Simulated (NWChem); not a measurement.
AlSiH5O; SMILES [AlH2][O][SiH3]

```xyz
8

Al    -0.0010    -1.7648    -0.0004
H     -1.3985    -2.5088    -0.0013
H      1.3932    -2.5150    -0.0013
O      0.0041    -0.0610     0.0015
Si    -0.0008     1.5812    -0.0003
H      0.3805     2.1009     1.3418
H     -1.3511     2.1096    -0.3394
H      0.9675     2.1070    -1.0018
```
Atoms are numbered in this order, from 1.

Program: NWChem. Pople sets run with spherical d functions. The geometry was optimised at B3LYP/6-31G* (spherical d). Vertical excitations in the gas phase; the lowest state need not have the same character in each row.

```tsv
level	lowest excitation, singlet (eV)	oscillator strength of that lowest state	lowest state with f > 0.02, singlet (eV)	orbital gap (eV)
PBE/6-31+G*, full TDDFT	4.94	0.000	5.63	4.89
B3LYP/6-31+G*, full TDDFT	5.45	0.000	6.43	6.58
PBE0/6-31+G*, full TDDFT	5.55	0.000	6.62	6.99
BHandHLYP/6-31+G*, full TDDFT	6.00	0.000	7.52	8.96
```
